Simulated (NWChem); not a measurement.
System: GaNH₄O; SMILES [OH][GaH][NH2]

Input file for NWChem:

```
start job
memory heap 200 mb stack 900 mb global 1100 mb
geometry units angstroms noautoz
  Ga    -0.381632    -0.089454    -0.008151
  H     -1.927324    -0.169441    -0.083138
  O      0.533983    -1.624398    -0.021082
  H      1.490150    -1.534195     0.028986
  N      0.551030     1.459708     0.091848
  H      1.559334     1.532708     0.142897
  H      0.111566     2.371449     0.107865
end
basis spherical
  * library def2-tzvpp
end
dft
  xc hfexch
  iterations 150
  mulliken
end
task dft energy
```

The geometry was optimised at PBE0/def2-SVP.

### Question
What results follow from this input? (Hartree-Fock/def2-TZVPP.) Quantities: basis functions; energy (Ha); highest occupied level (eV); orbital gap (eV); dipole (D).

### Answer
| Item | Result |
|---|---|
| number of basis functions | 166 |
| energy (Ha) | -2055.00 |
| highest occupied level (eV) | -10.91 |
| orbital gap (eV) | 13.50 |
| dipole (D) | 2.40 |
